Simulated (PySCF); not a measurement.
**Calculated NMR parameters of C#CC(C)(C)[SiH2]C**

| Quantity | Value |
| --- | --- |
| Formula | C6H12Si |
| SMILES | C#CC(C)(C)[SiH2]C |
| Point group of the computed structure | C1 |
| Degrees of unsaturation | 2 |
| Carbon signals | 5 |
| Proton signals | 4 |

Molfile (atoms numbered from 1):
```
C6H12Si
     RDKit          3D

 19 18  0  0  0  0  0  0  0  0999 V2000
   -0.7680    2.3137   -1.0905 C   0  0  0  0  0  0  0  0  0  0  0  0
   -0.6942    1.1976   -0.6622 C   0  0  0  0  0  0  0  0  0  0  0  0
   -0.6039   -0.1516   -0.1409 C   0  0  0  0  0  0  0  0  0  0  0  0
   -1.5395   -1.0548   -0.9501 C   0  0  0  0  0  0  0  0  0  0  0  0
   -1.0433   -0.1434    1.3273 C   0  0  0  0  0  0  0  0  0  0  0  0
    1.2222   -0.7467   -0.3120 Si  0  0  0  0  0  4  0  0  0  0  0  0
    2.3623    0.4270    0.6442 C   0  0  0  0  0  0  0  0  0  0  0  0
   -0.8404    3.2904   -1.4667 H   0  0  0  0  0  0  0  0  0  0  0  0
   -1.4969   -2.0746   -0.5732 H   0  0  0  0  0  0  0  0  0  0  0  0
   -1.2551   -1.0625   -1.9998 H   0  0  0  0  0  0  0  0  0  0  0  0
   -2.5686   -0.7032   -0.8778 H   0  0  0  0  0  0  0  0  0  0  0  0
   -0.4296    0.5382    1.9126 H   0  0  0  0  0  0  0  0  0  0  0  0
   -0.9570   -1.1412    1.7535 H   0  0  0  0  0  0  0  0  0  0  0  0
   -2.0817    0.1768    1.4119 H   0  0  0  0  0  0  0  0  0  0  0  0
    1.5728   -0.7570   -1.7373 H   0  0  0  0  0  0  0  0  0  0  0  0
    1.3102   -2.1091    0.2346 H   0  0  0  0  0  0  0  0  0  0  0  0
    2.2118    0.3495    1.7172 H   0  0  0  0  0  0  0  0  0  0  0  0
    2.1847    1.4599    0.3578 H   0  0  0  0  0  0  0  0  0  0  0  0
    3.4044    0.2002    0.4440 H   0  0  0  0  0  0  0  0  0  0  0  0
  1  2  3  0
  2  3  1  0
  3  4  1  0
  3  5  1  0
  3  6  1  0
  6  7  1  0
  1  8  1  0
  4  9  1  0
  4 10  1  0
  4 11  1  0
  5 12  1  0
  5 13  1  0
  5 14  1  0
  6 15  1  0
  6 16  1  0
  7 17  1  0
  7 18  1  0
  7 19  1  0
M  END
```

Calculated, not measured (PySCF 2.14.0 with density-fitted response routines): geometry: GFN2-xTB, σ from GIAO-PBE0/pcSseg-1. One computed conformer, relativity neglected, gas phase, rapidly exchanging positions averaged.

Scale: ¹H (σ = 31.72 ppm) and ¹³C (σ = 186.93 ppm) and ²⁹Si (σ = 349.16 ppm) vs TMS (reference shieldings calculated alike).

| carbon | δC, type | δH (multiplicity) | HMBC from (2–3 bonds) | span of the C tensor (ppm) |
| --- | --- | --- | --- | --- |
| C1 | 75.3, CH | 1.61 (s) | – | 198 |
| C2 | 96.3, C | – | H15/H16, H8, H9/H10/H11/H12/H13/H14 | 313 |
| C3 | 17.0, C | – | H15/H16, H8, H9/H10/H11/H12/H13/H14, H17/H18/H19 | 22 |
| C4/C5 | 28.2, CH3 | 1.33 (s) | H15/H16, H9/H10/H11/H12/H13/H14 | 42 |
| C7 | -9.1, CH3 | 0.32 (t) | H15/H16 | 9 |

Other nuclei:
```
  atoms  nucleus                          environment  δ (ppm)  σ (ppm)
H15/H16       ¹H  hydrogen on a silicon bonded to 2 C     4.12    27.60
    Si6     ²⁹Si           silicon bonded to 2 C, 2 H    -24.8    373.9
```

1. Carbon types of the structure: 2 × C, 1 × CH, 3 × CH3, leaving 2 H on heteroatoms.
2. δC 96.3: alkyne carbon; sp carbons lie upfield of alkene carbons because the cylindrical π system leaves one tensor component strongly shielded.
3. δC 75.3: terminal alkyne carbon; sp carbons lie upfield of alkene carbons because the cylindrical π system leaves one tensor component strongly shielded.
4. δC 28.2: methyl carbon; aliphatic region, no heteroatom directly attached.
5. δC -9.1: methyl carbon bonded to Si; an electropositive neighbour leaves it electron-rich and shielded.
6. δH 0.32: hydrogen on a methyl carbon bonded to Si; an electropositive neighbour shields it, as in TMS itself.

Shifts are as computed. Against solution values, carbons near 30 ppm lie about +3 ppm off and those near 130 ppm about +5 ppm. Of 1211 compounds with measured shifts, 218 miss one by over three times the rms of a fit or turn the order of signals round; such compounds aren't used in these exercises. No couplings were computed; multiplicities are counted from neighbouring protons, with m where these are inequivalent, close in shift, in a saturated or five-membered ring or joined by F or P, and br s for small geminal =CH2 splittings.
